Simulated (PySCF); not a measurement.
## Electron correlation in N (nitrogen, neutral)

[He] 2s1 2p4, high-spin 4P determinant (an excited configuration). Computed with PySCF 2.14 in aug-cc-pwCVDZ, with the non-relativistic Hamiltonian (point nucleus). Frozen: 1s2; 5 electrons correlated.

| level | correlation energy (mhartree) |
| --- | --- |
| CCSD | -98.39 |
| (T) | -3.75 |
| CCSD(T) | -102.14 |

Diagnostics: T1 = 0.024, D1 = 0.0581, largest double amplitude 0.195.

A double-excitation amplitude exceeds 0.15, a sign of near-degeneracy.

Cost of the coupled-cluster step: roughly 0.5 core-seconds, for 5 correlated electrons.
